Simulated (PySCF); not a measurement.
A PySCF script (with the pyscf-properties extension) for the NMR shieldings of C6H13AlN2Si, on a GFN2-xTB geometry:

```python
import basis_set_exchange as bse
import numpy as np
from pyscf import gto, dft
from pyscf.prop import nmr

atoms = """
C    -3.574937   -1.256050    0.816705
C    -2.879427   -0.307495    0.210872
C    -2.971908    1.141663    0.562308
C    -1.898913   -0.626102   -0.888015
N    -0.594209   -0.124281   -0.536696
C     0.481742   -0.813911   -0.507222
Al    0.786243    1.124760    0.091912
N     2.692201    0.730336    0.327175
C     3.776781    0.351100    0.232100
Si    5.535830   -0.272465    0.097237
H    -4.274203   -1.031158    1.604003
H    -3.480888   -2.294946    0.547249
H    -3.650187    1.300124    1.396021
H    -3.320185    1.717065   -0.295000
H    -1.979368    1.514504    0.826516
H    -1.863907   -1.707547   -1.084928
H    -2.212009   -0.106683   -1.802171
H     0.424022   -1.880915   -0.781797
H     0.401784    1.546679    1.543808
H     0.866773    2.227299   -1.009362
H     6.026355    0.239601   -1.178484
H     6.240990    0.286498    1.247934
H     5.462667   -1.731090    0.135789
"""
names = dict.fromkeys(["C", "N", "Al", "Si", "H"], "pcSseg-1")
basis = {el: gto.basis.parse(bse.get_basis(n, elements=[el], fmt="nwchem")) for el, n in names.items()}
mol = gto.M(atom=atoms, basis=basis, charge=0, verbose=0)
mf = dft.RKS(mol, xc="PBE0")
mf.grids.level = 2
mf.grids.alignment = dft.numint.BLKSIZE   # the property module wants whole blocks of grid points
mf.conv_tol = 1e-9
mf.kernel()

calc = nmr.RKS(mf)   # GIAO
C = mf.mo_coeff
Co = C[:, mf.mo_occ > 0]
resp = mf.gen_response(singlet=True, hermi=2)
def vind(x):   # induced exchange potential for any number of trial vectors
    d = np.einsum("pi,xij,qj->xpq", C, 2 * x.reshape(-1, C.shape[1], Co.shape[1]), Co, optimize=True)
    return np.einsum("xpq,pi,qj->xij", resp(d - d.transpose(0, 2, 1)), C, Co, optimize=True).ravel()
mo1, _ = nmr.rhf.solve_mo1(calc, with_cphf=vind)
sigma = calc.kernel(mo1)
for i, s in enumerate(sigma):   # ppm
    print("%2d %-2s %9.2f" % (i, mol.atom_pure_symbol(i), np.trace(s) / 3))
```

**Question.** What does it print?

**Answer.** 
```
 0 C      72.22
 1 C      32.42
 2 C     161.01
 3 C     106.89
 4 N    -111.15
 5 C     -67.07
 6 Al    523.59
 7 N     -36.76
 8 C      54.14
 9 Si    444.89
10 H      26.74
11 H      26.73
12 H      29.78
13 H      29.69
14 H      28.41
15 H      28.39
16 H      26.97
17 H      20.44
18 H      28.07
19 H      27.87
20 H      27.31
21 H      27.33
22 H      27.24
```

These numbers come from an equivalent density-fitted implementation of the same equations, which agrees with the script to about 0.01 ppm for H and up to a few tenths of a ppm for heavy atoms, so last digits may differ.

Size and cost of the density-fitted run: 249 basis functions, 2.7 min wall time on 1 thread of an Arm Neoverse N1, shared host; peak memory 1.1 GiB.
